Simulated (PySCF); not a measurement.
# Electronic structure of As²⁺ (arsenic, charge +2) at the UHF level

Configuration: [Ar] 3d10 4s2 4p1, 2P determinant. Computed with PySCF 2.14 in cc-pVDZ-PP with ECP10MDF, with scalar relativity through the core potential.

```json
{
 "Total energy": "-330.190178 hartree",
 "One-electron energy": "-569.3873 hartree",
 "Hartree (Coulomb) energy": "264.3498 hartree",
 "Exchange energy": "-25.1527 hartree",
 "⟨S²⟩": "0.7579",
 "⟨L²⟩": "2.024",
 "Sum of ⟨r⟩": "17.45 bohr",
 "Sum of ⟨r²⟩": "22.22 bohr²",
 "Traceless quadrupole moment −½Σ⟨3z² − r²⟩ along its main axis": "-2.21 e·bohr²",
 "Time after the integrals": "0.04 s of wall time on 1 thread of Intel(R) Xeon(R) 6975P-C (shared host)"
}
```

```csv
shell,electrons,mean orbital energy (eV),spread (eV),"rms radius, mean of both spins (bohr)"
3s α,1,-241.87,0,0.641
3s β,1,-241.65,0,0.641
3p α,3,-185.04,0.026,0.668
3p β,3,-184.78,0.676,0.668
3d α,5,-78.102,0.356,0.741
3d β,5,-77.926,0.675,0.741
4s α,1,-38.966,0,1.97
4s β,1,-36.205,0,1.97
4p α,1,-27.756,0,2.33
```

Energies and moments cover only the electrons outside the core potential.
